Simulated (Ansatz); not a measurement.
**A ladder of methods for C3H4AlF (SMILES C#[C][Al]([CH3])[F])**

C3H4AlF: 9 atoms, total charge 0, spin state singlet. As SMILES, `C#[C][Al]([CH3])[F]`. The shape was relaxed beforehand at B3LYP/def2-SVP.

Quantity: the adiabatic ionisation energy (to the doublet cation, shapes relaxed at B3LYP/def2-SVP, no zero-point term), in eV. The values are calculated.

```csv
level,kind,program,value (eV),less CCSD(T)/def2-SVP,CPU time (all runs)
HF/def2-SVP,Hartree–Fock,Ansatz,9.15,-0.75,6.4 s
PBE/def2-SVP,GGA,Ansatz,9.77,-0.13,5.5 s
B3LYP/def2-SVP,global hybrid,Ansatz,9.98,+0.08,6.6 s
MP2/def2-SVP,perturbation theory,Ansatz,10.04,+0.14,7.6 s
CCSD(T)/def2-SVP,coupled cluster or CI,Ansatz,9.90,0.00,33 s
```

Differences are taken from CCSD(T)/def2-SVP for orientation; it has basis-set and higher-order errors of its own. The values span 9.15 to 10.04 eV. CPU times are rough (shared hosts, several kinds of processor and program).
